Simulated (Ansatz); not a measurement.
```xyz
8

C     0.6830    0.7450    0.0283
C    -0.6250    0.7681   -0.0209
C    -0.6391   -0.8156    0.0251
C     0.6426   -0.7757   -0.0425
H     1.4794    1.5517    0.0318
H    -1.4481    1.5922   -0.0305
H    -1.4277   -1.5743    0.0434
H     1.4240   -1.5500    0.0470
```

Basis set: 6-31G (spherical functions). Frozen core: 4 orbitals. Charge 0, multiplicity 1.

Computed with Ansatz (development build ahead of 0.2.0); each method stands on the lowest determinant of its kind that the runs found. Restricted open shells among the atoms or ions are ROHF, correlated in semicanonical orbitals with singles.

The atomization energy at this shape (free ground-state atoms in the same class of orbitals less the molecule, no zero-point energy) of singlet C₄H₄:

| method | atomization energy |
| --- | --- |
| RHF-MP2 | 30.29 eV |

Question: What does RHF give?

Answer: 23.34 eV. Caution: in another basis set an unrestricted determinant lies well below.

This basis has no polarisation functions and is too small for such energies, which can lie far from measured ones in either direction.
